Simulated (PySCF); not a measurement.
# Continuum solvent and chemical shifts

Geometry (Å), atoms numbered from 1 in this order:
```xyz
23

Si    2.291    1.773    0.428
S     1.783    0.492   -1.214
C     0.822   -0.725   -0.305
C    -0.250   -1.480   -1.038
C    -0.640   -0.530    0.047
C    -1.359    0.784   -0.227
C    -1.846    1.275    1.154
C    -1.220    0.320    2.179
C    -1.102   -0.995    1.414
H     1.101    2.493    0.975
H     2.906    0.976    1.534
H     3.275    2.763   -0.098
H     1.421   -1.296    0.412
H    -0.457   -1.175   -2.068
H    -0.326   -2.556   -0.857
H    -0.683    1.497   -0.725
H    -2.205    0.623   -0.914
H    -2.945    1.212    1.213
H    -1.582    2.325    1.346
H    -1.803    0.240    3.108
H    -0.211    0.669    2.455
H    -2.092   -1.477    1.327
H    -0.420   -1.725    1.877
```

GIAO PBE0/pcSseg-1 in PySCF on one PBE0-D3(BJ)/def2-SVP conformer, non-relativistic, equivalent nuclei averaged. Solvents enter as an IEF-PCM continuum (chloroform with ε = 4.7) around the gas-phase geometry. Shifts are referred to TMS, CS2 computed in the same medium.

Gas phase, δ in ppm: Si1 -51.7, S2 -178.5, C9 40.3, C3 32.0, C5 30.7, C8 29.4, C6 28.2, C7 27.8, C4 19.6, H10/H11/H12 4.45, H16 1.83, H19 1.79, H22 1.76, H18 1.66. Dipole moment 1.78 D.

Question: How does each δ change in the continuum?

Answer: 
| atoms | environment | Δδ, chloroform |
| --- | --- | --- |
| Si1 | silicon bonded to S, 3 H | +0.2 |
| S2 | sulfur bonded to C, Si | -6.7 |
| C9 | sp3 CH2 in a ring | +0.2 |
| C3 | three-membered-ring carbon | -0.1 |
| C5 | three-membered-ring carbon | +0.9 |
| C8 | sp3 CH2 in a ring | +0.5 |
| C6 | sp3 CH2 in a ring | +0.7 |
| C7 | sp3 CH2 in a ring | +0.4 |
| C4 | three-membered-ring carbon | +0.3 |
| H10/H11/H12 | hydrogen on a silicon bonded to S | +0.01 |
| H16 | hydrogen on an sp3 CH2 in a ring | -0.10 |
| H19 | hydrogen on an sp3 CH2 in a ring | -0.01 |
| H22 | hydrogen on an sp3 CH2 in a ring | +0.02 |
| H18 | hydrogen on an sp3 CH2 in a ring | +0.03 |

Changes are relative to the gas phase. The dipole moment becomes 2.23 D in chloroform.

Question: Which of the listed nuclei move most (in ppm), and what does the model miss?

Answer: S2 (sulfur bonded to C, Si, -6.7 ppm) in chloroform. A continuum only polarises the solute; specific hydrogen bonds, the anisotropy of aromatic solvents and changes of geometry or conformer are outside it.
